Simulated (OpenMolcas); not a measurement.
A calculation on Ta IV.

| Property | Result |
| --- | --- |
| Program | OpenMolcas 26.06 |
| Method | CASSCF |
| Basis | ANO-RCC-VQZP [9s8p6d4f3g2h] |
| Scalar Hamiltonian | DKH2, point nucleus |
| Active space | 2 electrons in 10 orbitals (5d 6d) |
| State averaging | 2S+1 = 3 even, 10 roots; 2S+1 = 1 even, 15 roots |
| Spin-orbit coupling | state interaction with AMFI integrals over the reference wave functions, term energies averaged over their components |

(1) Which level of the active space comes out lowest?

(2) How high does 5d2 3P1 lie?

(3) How high does 5d2 3P0 lie?

(4) How high does 5d2 3F4 lie?

(5) The level at 13548 cm-1 has J = 2. What is it made of, and what is its g factor?

Results:

(1) 5d2 3F2, with 94 % of that term.

(2) 15454 cm-1 above the lowest level.

(3) 13080 cm-1 above the lowest level.

(4) 8971 cm-1 above the lowest level.

(5) 57 % 5d2 1D2, 38 % 5d2 3P, 5 % 5d2 3F; g = 1.172, against 1.000 from Landé's formula for the pure leading term.

Without dynamic correlation excited terms often stand tens of per cent too high (terms of higher spin than the ground term too low), and those without a measured partner can miss by more than the paired ones. Active for correlation alone: 6d; no level in the range computed is led by a configuration that fills it, so any true level of that kind is missing. Levels of configurations outside the active space are missing.
